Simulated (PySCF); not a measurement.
Electron correlation in O (oxygen, neutral)

[He] 2s2 2p4, high-spin 3P determinant. Calculation: PySCF 2.14, in aug-cc-pVDZ (4s3p2d, 23 functions); no relativity, point nucleus. Frozen: 1s2; 6 electrons correlated.

MP2 pair energies summed by pair of shells (mhartree):

| pair | energy | share (%) |
| --- | --- | --- |
| 2p-2p | -53.96 | 48.9 |
| 2s-2p | -48.30 | 43.8 |
| 2s-2s | -8.11 | 7.3 |

Total MP2 correlation energy: -110.37 mhartree.

Same-spin part -28.01 and opposite-spin part -82.36 mhartree; SCS-MP2 scales them by 1/3 and 6/5 to -108.17 mhartree.

```
  level  correlation energy (mhartree)
   CCSD                        -127.24
    (T)                          -1.81
CCSD(T)                        -129.05
```

Diagnostics: T1 = 0.0097, D1 = 0.0174, largest double amplitude 0.043.

Task: Is a single reference adequate?

Result: Yes: T1 lies below 0.03 and no double amplitude reaches 0.07.
